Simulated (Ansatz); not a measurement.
`[F][GeH2][GaH2]` + `BO` → `B[O][GaH2]` + `[F][GeH3]` at 400 K and 1 bar (cleavage of the Ga–Ge bond).

Computed with Ansatz on PBE0-D4/def2-TZVP structures; ΔE is electronic, products minus reactants. CCSD(T)/CBS is the MP2 limit (def2-TZVPP, def2-QZVPP) plus CCSD(T) − MP2 in def2-TZVPP, frozen cores. This one scheme is used for every species. For Ga, Ge outer-core shells are correlated without core-valence functions, which leaves a few kJ/mol of doubt a bond. Scalar relativity is left out up to krypton.

```tsv
species	CCSD(T)/CBS energy (Eh)	H − E (kJ/mol)	S (J/(mol·K))
`[F][GeH2][GaH2]`	-4102.26260	110.2	366.3
`BO`	-101.80414	108.2	244.0
`B[O][GaH2]`	-2026.35181	125.7	339.6
`[F][GeH3]`	-2177.72589	83.9	268.6
```

H − E and S are ideal-gas, rigid-rotor, harmonic terms from PBE0-D4/def2-TZVP. 1 Eh = 2625.50 kJ/mol, R = 8.31446 J/(mol·K).

By hand: ΔE, ΔH, ΔS and ΔG.

ΔE = (-2026.35181) + (-2177.72589) − (-4102.26260) − (-101.80414) = -0.01096 Eh = -28.8 kJ/mol. Δ(H − E) = 125.7 + 83.9 − 110.2 − 108.2 = -8.8, so ΔH = -37.6 kJ/mol. ΔS = 339.6 + 268.6 − 366.3 − 244.0 = -2.1 J/(mol·K). ΔG = -37.6 − 400 × (-2.1)/1000 = -36.8 kJ/mol.

By hand: the equilibrium constant, and the temperature at which ΔG would vanish if ΔH and ΔS stayed fixed.

log₁₀ K = −ΔG/(RT ln 10) = 4.8. ΔG = 0 at ΔH/ΔS = 17905 K, far beyond where these terms or the molecules hold.

The number of gas molecules stays the same, so ΔS is small and ΔH decides. A doubt of 5 kJ/mol in ΔE shifts log₁₀ K by 0.7 here. These are equilibria of isolated gas molecules and say nothing of rates. Largest T1 diagnostic: 0.016 (customary marks: 0.02 for closed shells, 0.045 for open ones).
